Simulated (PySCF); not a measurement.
19F chemical shifts

A single conformation, gas phase, non-relativistic, rapidly exchanging positions averaged. Geometry from GFN2-xTB; σ from GIAO-PBE0/pcSseg-1; PySCF.

Shieldings were converted by a linear fit to measured shifts: 19F: δ = 146.13 − 0.903σ +14.6 on sp3 carbon (rms 6.0 ppm, 223 shifts, 7.0 ppm with the 5 outliers that the fit left out vs CFCl3, solution or neat liquid). A few per cent of atoms miss by over 2 rms, more outside the fitted compound classes.

Question: Give the 19F shifts of `[H]/N=C1\CC[C@H](C(F)F)C1`.

Answer: 
| compound | environment | δ (ppm) |
| --- | --- | --- |
| [H]/[N:1]=[C:2]1\[CH2:3][CH2:4][C@H:5]([CH:6]([F:7])[F:8])[CH2:9]1 | F7: fluorine of a CF2 group | -118.6 |
| [H]/[N:1]=[C:2]1\[CH2:3][CH2:4][C@H:5]([CH:6]([F:7])[F:8])[CH2:9]1 | F8: fluorine of a CF2 group | -136.8 |

Question: Order these by 19F shift, lowest first.
A. C=C=C/C(=C\F)CN
B. C/C(=C\C#N)CCF
C. COC([SiH3])([SiH3])C(F)(F)F

Answer: B (-211.1 ppm, fluorine on an sp3 carbon), A (-137.0 ppm, vinylic fluorine), C (-59.0 ppm, fluorine of a CF3 group).
